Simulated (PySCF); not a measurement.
**Löwdin shares of the frontier orbitals**

Species: C₇H₇NSi.
Geometry (GFN2-xTB, Å), atoms numbered from 1 in this order:
```xyz
16
C7H7NSi angstrom
C     -3.727    1.598    0.794
C     -2.801    0.973    0.152
C     -1.865    0.331   -0.516
C     -2.156   -0.245   -1.780
N     -2.377   -0.717   -2.800
C     -0.535    0.167   -0.045
C      0.602    0.008    0.330
Si     2.347   -0.232    0.898
C      3.239   -1.285   -0.402
H     -4.378    1.091    1.489
H     -3.896    2.656    0.665
H      2.961    1.096    1.023
H      2.306   -0.918    2.195
H      3.242   -0.797   -1.373
H      4.273   -1.465   -0.120
H      2.756   -2.251   -0.523
```

Theory: TDDFT wB97X-D/def2-SVPD, vertical, gas phase, core orbitals frozen in the response (PySCF).

Frontier orbitals with the atoms that hold most of them (Löwdin shares over 4%, at most four atoms; ? is withheld):

```json
{"orbital": "LUMO+2", "ε (eV)": "1.42", "atoms": "C6 16%, C7 15%, Si8 14%, N5 10%"}
{"orbital": "LUMO+1", "ε (eV)": "0.88", "atoms": "C1 29%, C2 26%, C3 9%, C6 7%"}
{"orbital": "LUMO", "ε (eV)": "-0.26", "atoms": "C2 29%, C3 17%, C1 11%, C7 10%"}
{"orbital": "HOMO", "ε (eV)": "-9.29", "atoms": "?"}
{"orbital": "HOMO-1", "ε (eV)": "-10.19", "atoms": "?"}
{"orbital": "HOMO-2", "ε (eV)": "-11.07", "atoms": "C1 37%, C2 36%, C3 6%"}
{"orbital": "HOMO-3", "ε (eV)": "-11.20", "atoms": "N5 24%, C4 17%, C6 14%, C7 10%"}
```

(1) Give the leading atoms of the HOMO.

(2) Give the leading atoms of the HOMO-1.

(3) The HOMO–LUMO gap is 9.03 eV. Where does the response calculation put the lowest singlet, and from which orbitals?

(4) Give energy, strength and leading configuration of S1, S2, S3 and S4, and follow the Löwdin shares of the leading atoms from the occupied to the empty orbital.

## Answers

(1) C7 (bonded to C and Si) 24%; C6 (bonded to 2 C) 19%; C2 (bonded to 2 C) 17%; C3 (bonded to 3 C) 15%.

(2) C6 (bonded to 2 C) 33%; C7 (bonded to C and Si) 32%; C9 (bonded to Si and 3 H) 9%; Si8 (bonded to 2 C and 2 H) 7%. By element: carbon 74% or more, silicon 7%.

(3) S1 is at 5.21 eV (f = 0.0001), 3.82 eV below the gap, made of HOMO-1→LUMO (79%), HOMO-2→LUMO (11%). Its leading pair isn't HOMO and LUMO; the energies of that pair differ by 9.93 eV. Without the coupling terms of the response equations the lowest excitation would equal the gap.

(4) 
- S1 (5.21 eV, f 0.0001), HOMO-1→LUMO (79%): C6 33% → at most 10%, C7 32% → 10%, C2 at most 7% → 29%, C3 at most 7% → 17%
- S2 (5.28 eV, f 0.366), HOMO→LUMO (85%): C7 24% → 10%, C6 19% → at most 10%, C2 17% → 29%, C3 15% → 17%
- S3 (5.33 eV, f 0.0000), HOMO→LUMO+1 (81%): C7 24% → at most 8%, C6 19% → 7%, C1 at most 16% → 29%, C2 17% → 26%
- S4 (5.64 eV, f 0.0003), HOMO-2→LUMO (72%): C1 37% → 11%, C2 36% → 29%, C3 6% → 17%
